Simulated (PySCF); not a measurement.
Computed shifts of a molecule C2H5ClOSi, PBE/pcSseg-1 in PySCF, GIAO, gas phase, atoms alike by connectivity averaged where their shifts nearly agree, in ppm (number of nuclei): ¹³C: 147.9 (1), 146.8 (1). ²⁹Si: -2.1 (1). ¹H: 6.85 (1), 6.73 (1), 6.61 (1), 5.99 (1), 2.09 (1). References: ¹³C against TMS (σ = 182.0 ppm); ²⁹Si against TMS (σ = 335.4 ppm); ¹⁷O against H2O (σ = 334.3 ppm); ³⁵Cl against HCl (σ = 936.5 ppm); ¹H against TMS (σ = 31.49 ppm), references at their B3LYP-D3(BJ)/def2-TZVP geometries, non-relativistic (without spin–orbit terms, shifts of atoms bonded to Cl or Br come out too high). Geometry optimised at PBE-D3(BJ)/def2-SVP. Other conformers were not sampled.

### Question
Which structure fits?
A. Cl[SiH]1COC1
B. Cl[Si@@H]1CCO1
C. C=C(Cl)[SiH2]O
D. C=C[Si@H](O)Cl

### Answer
D, C=C[Si@H](O)Cl
